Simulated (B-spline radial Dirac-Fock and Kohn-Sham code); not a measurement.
X-ray scattering factor of Ru⁴²⁺

System: the Ru⁴²⁺ ion, configuration 1s2.

The run's input, task.json:

```json
{"items": [{
  "Z": 44,
  "q": 42,
  "cfg": [[1, 0, 2]],
  "A": 102,
  "rrms": 4.4809,
  "do": ["scatter"],
  "s": [0.0, 0.09, 0.11, 0.13, 0.15, 0.18, 0.21, 0.25, 0.3, 0.36, 0.43, 0.51, 0.61, 0.72, 0.86, 1.02, 1.22, 1.45, 1.72, 2.05, 2.44, 2.91, 3.46],
  "pz": [0, 0.1, 0.15, 0.21, 0.31, 0.45, 0.66, 0.95, 1.4, 2.0, 3.0, 4.3, 6.3, 9.1, 13.0, 19.0, 28.0, 41.0, 60.0, 87.0, 130.0],
  "hv_scatter": [2000, 17479.3, 30000, 50000, 100000, 200000, 500000, 1000000]
}]}
```

Command: `python xray_run.py task.json out`

Calculated with a B-spline atomic structure program, using Dirac-Fock densities. f₀ is the Fourier transform of the spherical electron density, S the Waller-Hartree incoherent function, and s = sin θ/λ. The electron scattering factor follows from the Mott-Bethe formula f_e = 0.023934 Å⁻¹·(Z − f₀)/s².

| s (Å⁻¹) | f₀ | S | f_e (Å) |
| --- | --- | --- | --- |
| 0 | 2.000 | 0.000 | – |
| 0.09 | 2.000 | 0.000 | 124.103 |
| 0.11 | 2.000 | 0.001 | 83.077 |
| 0.13 | 2.000 | 0.001 | 59.481 |
| 0.15 | 2.000 | 0.001 | 44.677 |
| 0.18 | 1.999 | 0.001 | 31.026 |
| 0.21 | 1.999 | 0.002 | 22.795 |
| 0.25 | 1.999 | 0.003 | 16.084 |
| 0.3 | 1.998 | 0.004 | 11.170 |
| 0.36 | 1.997 | 0.006 | 7.757 |
| 0.43 | 1.996 | 0.008 | 5.437 |
| 0.51 | 1.994 | 0.011 | 3.865 |
| 0.61 | 1.992 | 0.016 | 2.702 |
| 0.72 | 1.989 | 0.023 | 1.940 |
| 0.86 | 1.984 | 0.032 | 1.360 |
| 1.02 | 1.977 | 0.045 | 0.967 |
| 1.22 | 1.968 | 0.064 | 0.676 |
| 1.45 | 1.955 | 0.089 | 0.479 |
| 1.72 | 1.937 | 0.124 | 0.340 |
| 2.05 | 1.911 | 0.174 | 0.240 |
| 2.44 | 1.876 | 0.240 | 0.169 |
| 2.91 | 1.827 | 0.331 | 0.119 |
| 3.46 | 1.762 | 0.447 | 0.084 |

f₀ starts at the number of electrons, 2. The sum of ⟨r²⟩ over the electrons is 0.002967 bohr². For an ion f_e diverges as s goes to zero, because of the net charge.
